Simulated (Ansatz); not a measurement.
```yaml
crystal:
  periodic: [false, false, false]
  atoms:
    - {symbol: O, position_ang: [-0.547132, 1.016696, -1.690291]}
    - {symbol: P, position_ang: [-0.840763, -0.095848, -0.878006]}
    - {symbol: Si, position_ang: [1.003865, -1.056180, 0.135654]}
    - {symbol: S, position_ang: [-1.365583, 0.955833, 0.876972]}
    - {symbol: H, position_ang: [-0.043504, 1.522034, -1.258584]}
    - {symbol: H, position_ang: [1.766246, 0.224594, 1.055205]}
    - {symbol: H, position_ang: [1.893076, -1.274767, -1.048886]}
    - {symbol: H, position_ang: [0.649117, -2.030845, 0.877293]}
    - {symbol: H, position_ang: [-2.797263, 0.582925, 1.070733]}
basis:
  gaussian: {orbitals: x2c-TZVPPall}
hamiltonian: {xc: {name: HF}}
correlation: {method: mp2, frozen_orbitals: {O: 0}}
```

```sh
$ ansatz run in.yaml --threads 2 --pin off --events-out ev --progress --plain --max-ram 4352MiB
```

Output, abridged:

```
Functional definition: HF
Error: "frozen_orbitals" has no count for P
```

In this input frozen orbitals are typed for one element alone, and the program wants a count for each. The input was rejected before any iteration.
